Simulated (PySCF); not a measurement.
C6H9FO.
SMILES: `CC[C@H](O)C1=C(F)C1`

Computed with TDDFT CAM-B3LYP/def2-SVPD, vertical, gas phase, core orbitals frozen in the response (PySCF). Isolated species at its GFN2-xTB geometry (one conformer only). Torsions of this conformer, `[CH3:1][CH2:2][C@H:3]([OH:4])[C:5]1=[C:6]([F:7])[CH2:8]1`: C1–C2–C3–O4 -60°, C2–C3–C5–C6 -64°, H–O4–C3–C2 -67°.

Problem. What does the calculation give for the low-lying excited states?

Solution. 

```csv
state,E (eV),ν̃ (cm⁻¹),f,"main configurations (H = HOMO, L = LUMO)"
S1,6.15,49620,0.015,H→L (86%)
S2,6.68,53860,0.118,"H→L+1 (64%), H→L+2 (28%)"
S3,7.13,57540,0.011,"H→L+2 (54%), H→L+1 (20%), H-1→L (10%)"
S4,7.31,58940,0.0095,"H-1→L (48%), H-1→L+1 (18%)"
S5,7.50,60490,0.012,"H-1→L+2 (36%), H-2→L+1 (12%), H-1→L (10%)"
S6,7.71,62170,0.011,"H→L+4 (36%), H→L+5 (31%)"
S7,7.82,63040,0.0029,"H→L+3 (42%), H→L+4 (31%)"
S8,7.99,64430,0.010,"H→L+4 (24%), H→L+5 (22%), H→L+9 (19%)"
```

Triplets (Tamm–Dancoff): T1 4.40 eV, H→L+2 (48%), H→L+1 (31%); T2 5.94 eV, H→L (70%), H→L+1 (18%); T3 6.88 eV, H-1→L (40%), H-1→L+1 (16%), H→L+1 (10%).

The lowest singlet lies at 6.15 eV (202 nm, ultraviolet) and is weak; its leading configuration is HOMO→LUMO (86%). The strongest level in the table is S2 at 6.68 eV (186 nm, f = 0.118). Löwdin shares by element: HOMO carbon 66% or more, fluorine 9% (atoms not listed hold the other 25%); LUMO carbon 27% or more, oxygen 11%, hydrogen 9% or more (atoms not listed hold the other 52%). The oscillator strengths of these states sum to 0.191; summed over the whole spectrum of an exact calculation they would give the number of electrons, 62 (Thomas–Reiche–Kuhn). Of the 8 states listed, 6 reach f = 0.01 and none stays under 0.0005. Weighted by f, the mean energy of these states is 6.90 eV. The window holds the lowest 8 singlets.
